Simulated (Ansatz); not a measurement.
Cartesian coordinates (Å):
```xyz
8

B      2.3629     0.0859     0.0513
B      0.9693    -0.3767    -0.3076
O     -0.2440    -0.7544    -0.6083
C     -1.4214     0.0322    -0.3290
H      3.4679     0.3790     0.2988
H     -2.0760    -0.5641     0.3041
H     -1.1428     0.9604     0.1695
H     -1.9158     0.2375    -1.2768
```
Charge +1, spin multiplicity 2.

These are frozen-core CCSD(T)/cc-pVTZ // B3LYP-D3(BJ)/def2-TZVP in Ansatz (a quantum-chemistry and plane-wave program) values and carry that method's errors. The geometry is that of the parent before the electron was removed.

```
Property                        Value
----------------------  -------------
HF energy               -164.16292 Ha
MP2 correlation energy    -0.54176 Ha
```

### Question
Estimate the CCSD correlation energy, the (T) correction, the total energy and the T1 diagnostic.

### Answer

```
Item                            Result
-----------------------  -------------
CCSD correlation energy    -0.57557 Ha
(T) correction             -0.02263 Ha
CCSD(T) total energy     -164.76112 Ha
T1 diagnostic                    0.019
```
